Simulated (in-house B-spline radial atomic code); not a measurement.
# Binding energies in Re II (Re+)

NIST's tabulated ground configuration is [Xe] 4f14 5d5 6s1; each binding energy is the energy of the ion with one electron taken from that subshell, relaxed, less that of the parent. Computed with an all-electron radial atomic-structure program (B-spline basis): Dirac-Hartree-Fock, average of configuration, Fermi nucleus of rms radius 5.3698 fm. Energies include first-order Breit, QED and recoil terms.

```csv
subshell,X-ray name,binding energy (eV),-ε (eV),relaxation (eV)
2p1/2,L2,11977.4,12081.0,59.1
2p3/2,L3,10554,10638.5,55.9
3p1/2,M2,2703.4,2744.2,32.3
3p3/2,M3,2390.5,2426.1,30.6
4p1/2,N2,543.1,558.1,13.3
4p3/2,N3,470,483.1,12.2
5p1/2,O2,70.33,73.63,3.09
4f5/2,N6,59.42,69.62,10.37
5p3/2,O3,59.39,62.10,2.64
4f7/2,N7,57.03,66.93,10.16
5d,"O4,5",16.64,17.90,1.27
6s,P1,14.64,14.88,0.21
```

Relaxation = -ε minus the binding energy without Breit, QED and recoil terms.

Task: What does it cost to remove both a 2p1/2 and a 3p3/2 electron?

Result: 14456 eV, which is 88.27 eV more than the two single binding energies together.

Task: What does it cost to remove both a 2p3/2 and a 4p1/2 electron?

Result: 11134 eV, which is 36.65 eV more than the two single binding energies together.

Task: What does it cost to remove both a 2p3/2 and a 4f7/2 electron?

Result: 10637 eV, which is 25.78 eV more than the two single binding energies together.
